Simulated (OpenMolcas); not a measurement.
## O+: thermal populations, worked from levels

```
Program             : OpenMolcas
Basis               : ANO-RCC-VQZP [5s4p3d2f1g]
Scalar Hamiltonian  : DKH2, point nucleus
Active space        : 3 electrons in 3 orbitals (2p)
State averaging     : 2S+1 = 4 odd, 1 root; 2S+1 = 2 odd, 8 roots
Spin-orbit coupling : state interaction with AMFI integrals over the reference wave functions, term energies averaged over their components
```

Methods: CASSCF; SS-CASPT2, IPEA 0.25 Eh, imaginary shift 0.1 Eh (closed shells correlated: 1s 2s). Measured levels: NIST Handbook of Basic Atomic Spectroscopic Data.

**Thermal populations.** Z = Σ (2J + 1) exp(-E/kT) with k = 0.695035 cm-1/K, over the levels below. No other level of either list lies under 90000 cm-1, which is above 7 kT at each temperature.

| Level | 2J + 1 | SS-CASPT2 | measured |
| --- | --- | --- | --- |
| 2s2 2p3 4S* 3/2 | 4 | 0.0 | 0.0 |
| 2s2 2p3 2D* 3/2 | 4 | 27160 | 26831 |
| 2s2 2p3 2D* 5/2 | 6 | 27160 | 26811 |
| 2s2 2p3 2P* 1/2 | 2 | 42950 | 40470 |
| 2s2 2p3 2P* 3/2 | 4 | 42960 | 40468 |

| T (K) | Z, SS-CASPT2 | Z, measured levels | Ground level (%), SS-CASPT2 | Ground level (%), measured levels |
| --- | --- | --- | --- | --- |
| 12000 | 4.420 | 4.448 | 90.5 | 89.9 |

At 12000 K, kT = 8340 cm-1, and the computed levels give Z = 4.000 + 0.154 + 0.231 + 0.012 + 0.023 = 4.420.

Term energies are means over components that CASPT2 splits; among the terms shown or strongly mixed into the levels shown the widest spread is 100 cm-1 (2s2 2p3 2D*, SS-CASPT2). With the s shell closed, the reference lacks s² → p² mixing. Without dynamic correlation excited terms often stand tens of per cent too high (terms of higher spin than the ground term too low), and those without a measured partner can miss by more than the paired ones (holds for CASSCF). Measured partners are found by configuration, term and J. A level has none where our copy of the source lacks it or the pairing is in doubt (some pairs that miss far off the trend of their configuration count as doubtful), and it then counts in no deviation. Only configurations of the active space appear.

* marks odd parity.
